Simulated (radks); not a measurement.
Problem. Ir I, 77 electrons, occupied as [Xe] 4f14 5d7 6s1.75 7s0.25 (fractional occupations, a model configuration). Calculated with a radial shooting solver on a logarithmic mesh with Libxc functionals: Dirac Kohn-Sham, PBE, spin-unpolarised, spherical densities, finite nucleus; open shells fill j = l - 1/2 first; Fermi nuclear charge, rms radius 5.4032 fm. Some entries of the table are withheld. Estimate them.

orbital  occ.  eigenvalue (eV)  <r^2> (bohr^2)
1s1/2       2        -75983.92       0.0004197
2s1/2       2        -13283.71        0.006361
2p1/2       2        -12728.27             (1)
2p3/2       4        -11100.79             (2)
3s1/2       2        -3107.434         0.04139
3p1/2       2        -2857.779         0.03783
3p3/2       4        -2501.434         0.04431
3d3/2       4        -2083.307         0.03413
3d5/2       6        -2006.296         0.03590
4s1/2       2        -663.5880          0.2024
4p1/2       2        -558.0948          0.2074
4p3/2       4        -473.8211          0.2411
4d3/2       4        -300.6045          0.2578
4d5/2       6        -284.9599          0.2701
5s1/2       2         -98.6875             (3)
5p1/2       2         -65.5753           1.285
4f5/2       6         -64.7061          0.3462
4f7/2       8         -61.5874          0.3565
5p3/2       4         -52.0194           1.539
5d3/2       4          -8.9969           3.346
5d5/2       3          -7.7725           3.679
6s1/2    1.75          -7.3223           9.349
6p1/2       0          -2.4618           19.34
6p3/2       0          -1.8163           26.77
7s1/2    0.25          -0.7168           132.4

Solution. 
(1) 2p1/2 <r^2> (bohr^2): 0.004517
(2) 2p3/2 <r^2> (bohr^2): 0.005710
(3) 5s1/2 <r^2> (bohr^2): 1.077
